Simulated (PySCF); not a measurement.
H2FIO2Si, SMILES O[Si](O)(F)I, B3LYP/def2-SVP optimised geometry.

```
7

O     -1.33     0.88     0.00
Si    -0.78    -0.66     0.00
O      0.87    -0.66     0.00
F     -1.37    -1.34    -1.33
I     -1.62    -1.99     1.89
H     -1.00     1.49     0.67
H      1.33    -1.49     0.18
```

Density from PySCF with B3LYP/def2-TZVP, def2 effective core potentials past Kr at that geometry. The core electrons that the potentials of I replace are not part of the density.

Minimum of the electron density along straight lines between bonded atoms, close to the bond critical point (lines longer than 1.1 times the sum of covalent radii, or with two minima, are not listed):

```csv
bond,length / Å,ρ at the minimum / e bohr⁻³,∇²ρ there / e bohr⁻⁵,position (fraction from the first atom)
O1–Si2,1.635,0.145,0.82,0.59
Si2–O3,1.641,0.143,0.82,0.41
Si2–F4,1.610,0.137,___,0.42
Si2–I5,2.460,___,___,0.35
O1–H6,0.964,0.350,-2.39,0.81
O3–H7,0.965,0.350,-2.37,0.81
```

Q: Some entries are withheld; supply them.

A: 
- Si2–F4, ∇²ρ there / e bohr⁻⁵: 0.91
- Si2–I5, ρ at the minimum / e bohr⁻³: 0.084
- Si2–I5, ∇²ρ there / e bohr⁻⁵: -0.10
